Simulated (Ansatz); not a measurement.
Stepwise reaction of `[CH3][Al]([CH3])[C]#N` with hydrogen fluoride, as a gas-phase model of exchange steps in deposition or etching. ΔE in kJ/mol.

Calculated with Ansatz (gas phase, PBE0-D4/def2-TZVP geometries, no zero-point term in ΔE). CCSD(T)/CBS is the MP2 limit (def2-TZVPP, def2-QZVPP) plus CCSD(T) − MP2 in def2-TZVPP, frozen cores. This one scheme is used for every species. DFT in def2-TZVPP. B3LYP here is the variant with VWN-RPA as its local correlation; programs differ in this.

```json
{"step": "1", "reaction": "`[CH3][Al]([CH3])[C]#N` + H–F → `[CH3][Al]([F])[C]#N` + CH₄", "PBE-D4": "-179.5", "B3LYP-D4": "-192.6", "ωB97M-V": "-187.3", "CCSD(T)/CBS": "-186.4"}
{"step": "2", "reaction": "`[CH3][Al]([F])[C]#N` + H–F → `N#[C][Al]([F])[F]` + CH₄", "PBE-D4": "-161.3", "B3LYP-D4": "-174.4", "ωB97M-V": "-168.9", "CCSD(T)/CBS": "-170.7"}
```

(1) By hand: ΔE of the 2 steps together at CCSD(T)/CBS.

Results:

(1) (-186.4) + (-170.7) = -357.1 kJ/mol, or -178.6 kJ/mol a step.

In ΔE each step is higher than the one before. All are downhill at CCSD(T)/CBS. PBE-D4 differs from CCSD(T)/CBS by 6.9 to 9.4 kJ/mol a step. Isolated molecules leave out the surface, adducts and barriers. Largest T1 diagnostic: 0.014.
